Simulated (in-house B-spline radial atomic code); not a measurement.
Ru⁸⁺. Computed with a B-spline radial atomic code. Model: all-electron spherical atom, spin shells full or empty, radial basis limit, no spin-orbit coupling: exact exchange with a local potential (Slater, KLI or optimised effective potential, whose far tail is KLI's), no correlation.

Exchange potential has not reached -1/r at the last radius.

The run also made RPA and GW results, which its time includes.

The Slater potential averages the orbital exchange potentials with the orbital densities as weights, KLI adds orbital constants, and the optimised effective potential minimises the exact-exchange energy among local potentials. So their energies lie above Hartree-Fock in the order OEP, KLI, Slater. All fall off as −1/r, unlike LDA and GGA exchange.

Command:
```bash
python run_gw.py task.json out
```
Settings (lengths in bohr, energies in hartree):
```
Z                      44
electrons              36
configuration          [Ar] 3d10 4s2 4p6
hamiltonian            nr
method                 oep
lmax                   9
spin_polarised         False
box_radius             7.7
intervals              70
```

Time taken, with all properties: 5.4 s on 1 thread of Arm Neoverse N1, with other jobs on the host.

Given: hamiltonian non-relativistic; mean-field start exchange-only OEP.

Computed: energy above Hartree-Fock 11.594 millihartree; virial ratio -E/T less 1 0.

```
radius (bohr)  r times exchange potential (hartree bohr)
      0.00114                                  -0.040925
       0.0014                                  -0.050213
      0.00173                                  -0.061963
      0.00213                                  -0.076135
      0.00262                                  -0.093356
      0.00323                                   -0.11456
      0.00398                                   -0.14019
       0.0049                                   -0.17089
      0.00604                                   -0.20761
      0.00744                                   -0.25048
      0.00917                                   -0.29978
       0.0113                                   -0.35455
       0.0139                                   -0.41228
       0.0172                                   -0.47118
       0.0211                                   -0.52088
       0.0261                                          ?
       0.0321                                   -0.55926
       0.0396                                   -0.52945
       0.0488                                   -0.51046
       0.0601                                   -0.58645
        0.074                                   -0.73861
       0.0912                                   -0.87986
        0.112                                   -0.96712
        0.139                                    -0.9698
        0.171                                   -0.87361
         0.21                                   -0.87938
        0.259                                    -1.1382
        0.319                                          ?
        0.394                                    -1.4422
        0.485                                     -1.353
        0.598                                    -1.0701
        0.736                                    -1.0736
        0.907                                    -1.3443
         1.12                                    -1.4337
         1.38                                    -1.4021
          1.7                                    -1.3116
         2.09                                    -1.2186
```

(1) What belongs in the row 0.0261?

(2) What belongs in the row 0.319?

```tsv
occupied	level (hartree)	Hartree-Fock level (hartree)
1s	-789.52	-800.61
2s	-116.21	-120.31
2p	-107.89	-111.38
3s	-24.915	-26.451
3p	-21.642	-22.887
3d	?	?
4s	-7.5925	-7.8411
4p	-6.5498	-6.5498
```

(3) What belongs in the row 3d?

| empty | level (hartree) |
| --- | --- |
| 4d | -4.8184 |
| 5s | -3.5751 |
| 5p | ? |
| 4f | -3.0721 |

(4) What belongs in the row 5p?

## Answers

(1) r times exchange potential (hartree bohr): -0.55532.

(2) r times exchange potential (hartree bohr): -1.3581.

(3) level (hartree): -15.646; Hartree-Fock level (hartree): -16.372.

(4) level (hartree): -3.1939.

The highest level, 4p, differs from Hartree-Fock by -0.00018 eV and the deepest, 1s, by +302 eV: a local potential can match the highest level but can't give each shell its own exchange.
